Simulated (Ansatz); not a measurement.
`CO[Si](N)(F)[SiH3]` at its PBE0-D4/def2-TZVP geometry, where that method's forces vanish. Total charge 0; spin multiplicity 1.

```xyz
14

C    -2.3259    0.3827   -0.1492
O    -1.1187   -0.0304    0.4609
Si    0.3830    0.3583   -0.0291
N     0.5594    0.0877   -1.7036
F     0.6626    1.9302    0.1194
Si    1.8024   -0.8064    1.4136
H    -2.6355    1.3552    0.2428
H    -2.2213    0.4559   -1.2356
H    -3.0971   -0.3526    0.0858
H     0.4549   -0.8282   -2.1070
H     1.1625    0.6756   -2.2550
H     1.5059   -0.5176    2.8417
H     3.2185   -0.4412    1.1349
H     1.6494   -2.2693    1.1804
```

**Question.** What forces (eV/Å) does PBE-D4/def2-TZVPP give on these atoms in the Gaussian-basis code of Ansatz? (An estimate is asked.)

**Answer.** The calculation gave: 
```
C1  -0.212  0.061 -0.103
O2  -0.053 -0.308  0.401
Si3  0.299 -0.346  0.107
N4  -0.133  0.048 -0.060
F5   0.138  0.638  0.066
Si6 -0.067  0.038 -0.039
H7  -0.087  0.211  0.074
H8  -0.002  0.024 -0.239
H9  -0.181 -0.148  0.042
H10 -0.025 -0.310 -0.154
H11  0.211  0.184 -0.205
H12 -0.019  0.020  0.154
H13  0.139  0.035 -0.028
H14 -0.007 -0.147 -0.018
```
